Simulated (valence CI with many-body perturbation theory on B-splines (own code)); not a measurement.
## Mo XXXVI: calculated level list

Calculated by valence CI with perturbative core correlation (CI+MBPT): five valence electrons over a frozen Dirac-Fock core [He], radial functions for each j: 11 s, 11 p, 10 d, 8 f, 5 g, 2 h, with the one-electron correlation potential Σ1 (screened to all orders), the two-electron term Σ2, the three-electron term Σ3, Breit, model QED; selected single and double excitations, second order for the rest, scaled by the run's own slope (own B-spline code, finite nucleus).

The last digits are not significant, and no measured levels were compared; by estimate large intervals hold to a few tenths of a per cent, small ones and those within an open d or f shell to about a per cent. Among the levels kept, up to 11000 cm⁻¹ of a level comes from second order outside the variational space, and about a tenth of that is noise between levels of different J, which matters for small intervals.

Levels 1 to 45 of 204, with energies above the lowest level, (2s^2 2p1/2^2 2p3/2) J=3/2. "Leading %" is the weight of the configuration and term that name the level; weights of strongly mixed levels are sums over their largest components and can fall short. In the jj column 3d3/2^4 stands for four electrons in 3d with j = 3/2.

| No. | Configuration | Term | J | E (eV) | Leading % | g | Second component | Leading jj |
| --- | --- | --- | --- | --- | --- | --- | --- | --- |
| 1 | 2s2 2p3 | 2P° | 3/2 | 0.0 | 41 | 1.440 | 36 % 2s2 2p3 4S° | 2s^2 2p1/2^2 2p3/2 (97 %) |
| 2 | 2s2 2p3 | 4S° | 3/2 | 98.7 | 50 | 1.402 | 48 % 2s2 2p3 2D° | 2s^2 2p1/2 2p3/2^2 (98 %) |
| 3 | 2s2 2p3 | 2D° | 5/2 | 114.5 | 100 | 1.189 |  | 2s^2 2p1/2 2p3/2^2 (100 %) |
| 4 | 2s2 2p3 | 2P° | 1/2 | 135.6 | 99 | 0.652 |  | 2s^2 2p1/2 2p3/2^2 (99 %) |
| 5 | 2s2 2p3 | 2P° | 3/2 | 234.6 | 56 | 1.262 | 29 % 2s2 2p3 2D° | 2s^2 2p3/2^3 (98 %) |
| 6 | 2s 2p4 | 4P | 5/2 | 253.3 | 83 | 1.520 | 17 % 2s 2p4 2D | 2s 2p1/2^2 2p3/2^2 (97 %) |
| 7 | 2s 2p4 | 4P | 1/2 | 299.5 | 49 | 2.272 | 47 % 2s 2p4 2S | 2s 2p1/2^2 2p3/2^2 (91 %) |
| 8 | 2s 2p4 | 4P | 3/2 | 300.3 | 41 | 1.319 | 32 % 2s 2p4 2D | 2s 2p1/2^2 2p3/2^2 (86 %) |
| 9 | 2s 2p4 | 4P | 3/2 | 371.9 | 58 | 1.391 | 31 % 2s 2p4 2D | 2s 2p1/2 2p3/2^3 (90 %) |
| 10 | 2s 2p4 | 2D | 5/2 | 394.9 | 83 | 1.259 | 17 % 2s 2p4 4P | 2s 2p1/2 2p3/2^3 (97 %) |
| 11 | 2s 2p4 | 2P | 1/2 | 418.5 | 53 | 1.502 | 32 % 2s 2p4 4P | 2s 2p1/2 2p3/2^3 (85 %) |
| 12 | 2s 2p4 | 2P | 3/2 | 430.4 | 62 | 1.126 | 37 % 2s 2p4 2D | 2s 2p1/2 2p3/2^3 (96 %) |
| 13 | 2s 2p4 | 2P | 1/2 | 535.2 | 44 | 1.529 | 38 % 2s 2p4 2S | 2s 2p3/2^4 (91 %) |
| 14 | 2p5 | 2P° | 3/2 | 602.2 | 99 | 1.323 |  | 2p1/2^2 2p3/2^3 (99 %) |
| 15 | 2p5 | 2P° | 1/2 | 715.2 | 99 | 0.652 |  | 2p1/2 2p3/2^4 (99 %) |
| 16 | 2s2 2p2 3s | 4P | 1/2 | 2653.2 | 53 | 2.058 | 24 % 2s2 2p2 3s 2S | 2s^2 2p1/2^2 3s (98 %) |
| 17 | 2s2 2p2 3p | 4D° | 1/2 | 2700.1 | 43 | 0.665 | 39 % 2s2 2p2 3p 2P° | 2s^2 2p1/2^2 3p1/2 (98 %) |
| 18 | 2s2 2p2 3p | 4D° | 3/2 | 2738.6 | 27 | 1.339 | 24 % 2s2 2p2 3p 2P° | 2s^2 2p1/2^2 3p3/2 (96 %) |
| 19 | 2s2 2p2 3s | 4P | 3/2 | 2754.0 | 88 | 1.680 | 9 % 2s2 2p2 3s 2P | 2s^2 2p1/2 2p3/2 3s (99 %) |
| 20 | 2s2 2p2 3s | 2P | 1/2 | 2759.5 | 68 | 1.276 | 31 % 2s2 2p2 3s 4P | 2s^2 2p1/2 2p3/2 3s (99 %) |
| 21 | 2s2 2p2 3s | 2D | 5/2 | 2766.8 | 55 | 1.366 | 43 % 2s2 2p2 3s 4P | 2s^2 2p1/2 2p3/2 3s (97 %) |
| 22 | 2s2 2p2 3s | 2D | 3/2 | 2770.9 | 58 | 1.014 | 39 % 2s2 2p2 3s 2P | 2s^2 2p1/2 2p3/2 3s (98 %) |
| 23 | 2s2 2p2 3d | 4F | 3/2 | 2787.5 | 38 | 0.776 | 24 % 2s2 2p2 3d 2D | 2s^2 2p1/2^2 3d3/2 (98 %) |
| 24 | 2s2 2p2 3p | 4P° | 1/2 | 2800.7 | 42 | 1.676 | 30 % 2s2 2p2 3p 4D° | 2s^2 2p1/2 2p3/2 3p1/2 (98 %) |
| 25 | 2s2 2p2 3d | 2D | 5/2 | 2802.9 | 26 | 1.200 | 22 % 2s2 2p2 3d 4D | 2s^2 2p1/2^2 3d5/2 (96 %) |
| 26 | 2s2 2p2 3p | 4D° | 3/2 | 2805.4 | 54 | 1.151 | 24 % 2s2 2p2 3p 2D° | 2s^2 2p1/2 2p3/2 3p1/2 (98 %) |
| 27 | 2s2 2p2 3p | 2F° | 5/2 | 2814.7 | 39 | 1.121 | 32 % 2s2 2p2 3p 2D° | 2s^2 2p1/2 2p3/2 3p1/2 (97 %) |
| 28 | 2s2 2p2 3p | 2P° | 3/2 | 2831.2 | 35 | 1.409 | 30 % 2s2 2p2 3p 4S° | 2s^2 2p1/2 2p3/2 3p1/2 (90 %) |
| 29 | 2s2 2p2 3p | 4D° | 5/2 | 2834.1 | 51 | 1.427 | 34 % 2s2 2p2 3p 4P° | 2s^2 2p1/2 2p3/2 3p3/2 (96 %) |
| 30 | 2s2 2p2 3p | 4P° | 1/2 | 2837.5 | 39 | 1.742 | 30 % 2s2 2p2 3p 2P° | 2s^2 2p1/2 2p3/2 3p3/2 (97 %) |
| 31 | 2s2 2p2 3p | 2D° | 3/2 | 2842.3 | 48 | 1.213 | 33 % 2s2 2p2 3p 4P° | 2s^2 2p1/2 2p3/2 3p3/2 (94 %) |
| 32 | 2s2 2p2 3p | 2F° | 7/2 | 2847.5 | 55 | 1.263 | 44 % 2s2 2p2 3p 4D° | 2s^2 2p1/2 2p3/2 3p3/2 (98 %) |
| 33 | 2s2 2p2 3p | 2P° | 3/2 | 2852.5 | 44 | 1.355 | 20 % 2s2 2p2 3p 4S° | 2s^2 2p1/2 2p3/2 3p3/2 (92 %) |
| 34 | 2s2 2p2 3p | 2D° | 5/2 | 2860.0 | 50 | 1.189 | 24 % 2s2 2p2 3p 2F° | 2s^2 2p1/2 2p3/2 3p3/2 (93 %) |
| 35 | 2s2 2p2 3p | 2P° | 1/2 | 2869.8 | 82 | 0.694 | 8 % 2s2 2p2 3p 4D° | 2s^2 2p1/2 2p3/2 3p3/2 (95 %) |
| 36 | 2s2 2p2 3s | 4P | 5/2 | 2877.7 | 54 | 1.414 | 43 % 2s2 2p2 3s 2D | 2s^2 2p3/2^2 3s (95 %) |
| 37 | 2s2 2p2 3s | 2P | 3/2 | 2882.8 | 49 | 1.139 | 39 % 2s2 2p2 3s 2D | 2s^2 2p3/2^2 3s (95 %) |
| 38 | 2s 2p3 3s | 6S° | 5/2 | 2883.5 | 54 | 1.766 | 31 % 2s 2p3 3s 4P° | 2s 2p1/2^2 2p3/2 3s (81 %) |
| 39 | 2s2 2p2 3d | 4F | 3/2 | 2889.3 | 41 | 0.943 | 31 % 2s2 2p2 3d 2P | 2s^2 2p1/2 2p3/2 3d3/2 (95 %) |
| 40 | 2s2 2p2 3d | 4F | 5/2 | 2890.9 | 55 | 0.983 | 37 % 2s2 2p2 3d 2F | 2s^2 2p1/2 2p3/2 3d3/2 (95 %) |
| 41 | 2s2 2p2 3d | 4D | 1/2 | 2891.6 | 80 | 0.221 | 14 % 2s2 2p2 3d 2P | 2s^2 2p1/2 2p3/2 3d3/2 (99 %) |
| 42 | 2s2 2p2 3d | 4F | 7/2 | 2896.5 | 61 | 1.270 | 30 % 2s2 2p2 3d 4D | 2s^2 2p1/2 2p3/2 3d5/2 (90 %) |
| 43 | 2s 2p3 3s | 4S° | 3/2 | 2900.5 | 46 | 1.635 | 25 % 2s 2p3 3s 2P° | 2s 2p1/2^2 2p3/2 3s (86 %) |
| 44 | 2s2 2p2 3d | 2F | 7/2 | 2901.0 | 41 | 1.130 | 29 % 2s2 2p2 3d 2G | 2s^2 2p1/2 2p3/2 3d3/2 (79 %) |
| 45 | 2s2 2p2 3d | 4P | 5/2 | 2903.8 | 40 | 1.209 | 39 % 2s2 2p2 3d 2F | 2s^2 2p1/2 2p3/2 3d5/2 (66 %) |

The ionisation energy to 2s2 2p2 3P_0 of the next ion comes out as 4795.9 eV (NIST: 4800 ± 30 eV (semi-empirical)). All 204 levels together are meant to be complete up to 3273.4 eV.
